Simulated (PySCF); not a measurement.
## C₆ coefficients of unlike pairs at PBEsol

Calculated with PySCF 2.14 from the dipole response of each species, C₆(A,B) = (3/π) ∫ α_A(iu) α_B(iu) du, in atomic units, from isotropic polarisabilities. For ions this is the dispersion term alone; charge-induced terms of lower order in 1/R come first.

```json
{"species": "Cl³⁺", "configuration": "[Ne] 3s2 3p2 (3P)", "basis": "def2-TZVPPD (6s6p4d1f)", "relativity": "none", "α (bohr³)": "4.362", "C₆ (like pair)": "11.83"}
{"species": "Al³⁺", "configuration": "[Ne] (1S)", "basis": "aug-cc-pwCVTZ (8s7p5d3f)", "relativity": "none", "α (bohr³)": "0.2799", "C₆ (like pair)": "0.2621"}
{"species": "Cu⁺", "configuration": "[Ar] 3d10 (1S)", "basis": "def2-TZVPPD (6s6p4d2f1g)", "relativity": "none", "α (bohr³)": "6.039", "C₆ (like pair)": "12.71"}
```

Problem. Estimate C₆ for Cu⁺ with Cl³⁺.

Solution. The integral gives 11.82. The combination rule 2 C_A C_B / (C_A α_B/α_A + C_B α_A/α_B) gives 11.76 and the geometric mean 12.26.

No spin-orbit coupling is included.

The other pairs:

```csv
pair,C₆
"Al³⁺, Cl³⁺",1.328
"Cu⁺, Al³⁺",1.440
```
